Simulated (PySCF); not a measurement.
# Dipole response of C (carbon, neutral)

[He] 2s1 2p3, high-spin 5S determinant (an excited configuration). All numbers are calculated (PySCF 2.14, the non-relativistic Hamiltonian (point nucleus), in aug-cc-pVQZ (6s5p4d3f2g, 80 functions)). Coupled (time-dependent) response in atomic units; α is the mean over directions.

```csv
method,mean α (bohr³),C₆ (like pair),S(−4)
UHF,8.722,31.15,37.51
PBE,11.36,42.98,80.10
PBE0,10.38,38.51,61.85
HSE06,10.40,38.58,62.26
```

S(−4) is the Cauchy moment in α(ω) = α(0) + S(−4) ω² + …

α(iu) at HSE06:

```json
{"u (hartree)": "0", "α(iu) (bohr³)": "10.40"}
{"u (hartree)": "0.0500", "α(iu) (bohr³)": "10.25"}
{"u (hartree)": "0.100", "α(iu) (bohr³)": "9.828"}
{"u (hartree)": "0.200", "α(iu) (bohr³)": "8.527"}
{"u (hartree)": "0.300", "α(iu) (bohr³)": "7.120"}
{"u (hartree)": "0.500", "α(iu) (bohr³)": "4.894"}
{"u (hartree)": "0.750", "α(iu) (bohr³)": "3.209"}
{"u (hartree)": "1.00", "α(iu) (bohr³)": "2.234"}
{"u (hartree)": "1.50", "α(iu) (bohr³)": "1.242"}
{"u (hartree)": "2.00", "α(iu) (bohr³)": "0.7848"}
{"u (hartree)": "3.00", "α(iu) (bohr³)": "0.3933"}
{"u (hartree)": "5.00", "α(iu) (bohr³)": "0.1579"}
```

A single London oscillator, α(iu) = α/(1 + u²/ω²), gives C₆ = (3/4) ω α². Matching the computed C₆ needs ω = 4 × 38.58 / (3 × 10.40²) = 0.476 hartree.
